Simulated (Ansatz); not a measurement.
The same molecule with X = Si, Ge, Sn. Ansatz, PBE0-D4/def2-TZVP geometries, multiplicity 1. Each molecule was computed in one conformer, which needn't be the lowest.

Elements past krypton have def2 core potentials. Scalar relativity is left out up to krypton.

```csv
X,molecule,mean X–Cl bond length / Å,mean X–H bond length / Å,mean X–Se bond length / Å,HOMO energy (PBE/def2-TZVPP) / eV,HOMO–LUMO gap (PBE0/def2-TZVPP) / eV,HOMO–LUMO gap (PBE/def2-TZVPP) / eV
Si,`Cl[SiH2][SeH]`,2.048,1.481,2.271,-6.17,6.96,4.93
Ge,`[Cl][GeH2][SeH]`,2.148,1.534,2.348,-6.11,6.53,4.45
```

Problem. Give the row for X = Sn, `[Cl][SnH2][SeH]`. (Estimate.)

Solution. The calculation gave: 
```tsv
X	molecule	mean X–Cl bond length / Å	mean X–H bond length / Å	mean X–Se bond length / Å	HOMO energy (PBE/def2-TZVPP) / eV	HOMO–LUMO gap (PBE0/def2-TZVPP) / eV	HOMO–LUMO gap (PBE/def2-TZVPP) / eV
Sn	`[Cl][SnH2][SeH]`	2.334	1.699	2.513	-6.26	6.07	4.05
```

From Si to Sn the mean X–Cl bond length rises at each step, by 0.286 Å in all; the mean X–H bond length rises at each step, by 0.218 Å in all; the mean X–Se bond length rises at each step, by 0.242 Å in all; the HOMO energy (PBE/def2-TZVPP) isn't monotonic: highest at Ge, lowest at Sn; the HOMO–LUMO gap (PBE0/def2-TZVPP) falls at each step, by 0.89 eV in all; the HOMO–LUMO gap (PBE/def2-TZVPP) falls at each step, by 0.88 eV in all. Bonds lengthen as the atom grows down the group.

Spin–orbit coupling is left out; it splits and shifts lone-pair levels of the heavy atoms by tenths of an eV.
